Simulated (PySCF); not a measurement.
C6H8, SMILES C#C[C@H](C)C=C.

Geometry optimised at PBE0-D3(BJ)/def2-SVP. The structure was generated by enumeration; whether it is a known compound was not checked. Other conformers were not sampled.

Method: PySCF with PBE/def2-TZVP.

```json
{
  "total_energy": "-233.11782 hartree",
  "highest_occupied_level": "-6.38 eV",
  "lowest_empty_level": "-1.05 eV",
  "orbital_gap": "5.33 eV",
  "dipole_moment": "0.135 e·Å",
  "quadrupole, principal values (traceless, Buckingham form, about the centre of nuclear charge)": "-2.79, -0.49, 3.28 D·Å",
  "mean_static_polarisability": "72.5 bohr³ (10.74 Å³)",
  "polarisability_principal_values": "56.1, 66.3, 95.0 bohr³"
}
```
